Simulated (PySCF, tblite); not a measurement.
Isomers of C5H6O2S. Method: GFN2-xTB as coded in tblite; computed harmonic values from a numerical Hessian at the method's own geometry, unscaled. Errors from tens to a few hundred cm⁻¹ against measured bands are possible. One conformer each.

Electronic energies: PBE0/pcSseg-1 single points on the GFN2-xTB geometries (PySCF, gas phase).

| SMILES | electronic energy, lowest = 0 (kJ/mol) |
| --- | --- |
| CC(=O)CSC=C=O | 43.1 |
| CC1=CC=CS1(=O)=O | 233.9 |
| O=CO/C=C1/CCS1 | 40.0 |
| CC(=S)[C@H]1CC(=O)O1 | 0.0 |

Question: How do GFN2-xTB zero-point energies change the relative energies?

Answer: 
| SMILES | ZPE (kJ/mol) | of it from modes above 1550 cm⁻¹ | electronic (kJ/mol) | with ZPE, lowest = 0 (kJ/mol) | lowest mode (cm⁻¹) | rings |
| --- | --- | --- | --- | --- | --- | --- |
| CC(=S)[C@H]1CC(=O)O1 | 263.7 | 119.3 | 0.0 | 0.0 | 33 | 1 |
| O=CO/C=C1/CCS1 | 262.8 | 127.9 | 40.0 | 39.1 | 46 | 1 |
| CC(=O)CSC=C=O | 254.9 | 133.4 | 43.1 | 34.3 | 29 | 0 |
| CC1=CC=CS1(=O)=O | 261.0 | 129.9 | 233.9 | 231.2 | 110 | 1 |

The zero-point energies span 8.8 kJ/mol, from `CC(=O)CSC=C=O` to `CC(=S)[C@H]1CC(=O)O1`. The lowest isomer stays, but the order above it changes.

Question: And how do the electronic energies of GFN2-xTB itself compare?

Answer: `CC(=S)[C@H]1CC(=O)O1` 0.0; `O=CO/C=C1/CCS1` 13.7; `CC(=O)CSC=C=O` 69.6; `CC1=CC=CS1(=O)=O` 100.9 kJ/mol, lowest = 0. Against the energies above, taken from the same isomer `CC(=S)[C@H]1CC(=O)O1`, the largest difference is 133.0 kJ/mol.

Question: What do entropy and thermal enthalpy add at 298.15 K and 1 bar (rigid rotor, harmonic oscillator, one conformer each)?

Answer: 
```json
{"SMILES": "CC(=S)[C@H]1CC(=O)O1", "point group": "C1", "symmetry number": "1", "S (J/(mol K))": "383.2", "H − H(0) (kJ/mol)": "24.01", "ZPE + H − H(0) − TS (kJ/mol)": "173.5"}
{"SMILES": "O=CO/C=C1/CCS1", "point group": "Cs", "symmetry number": "1", "S (J/(mol K))": "382.3", "H − H(0) (kJ/mol)": "23.94", "ZPE + H − H(0) − TS (kJ/mol)": "172.8"}
{"SMILES": "CC(=O)CSC=C=O", "point group": "C1", "symmetry number": "1", "S (J/(mol K))": "424.1", "H − H(0) (kJ/mol)": "28.42", "ZPE + H − H(0) − TS (kJ/mol)": "156.8"}
{"SMILES": "CC1=CC=CS1(=O)=O", "point group": "Cs", "symmetry number": "1", "S (J/(mol K))": "368.0", "H − H(0) (kJ/mol)": "23.81", "ZPE + H − H(0) − TS (kJ/mol)": "175.1"}
```
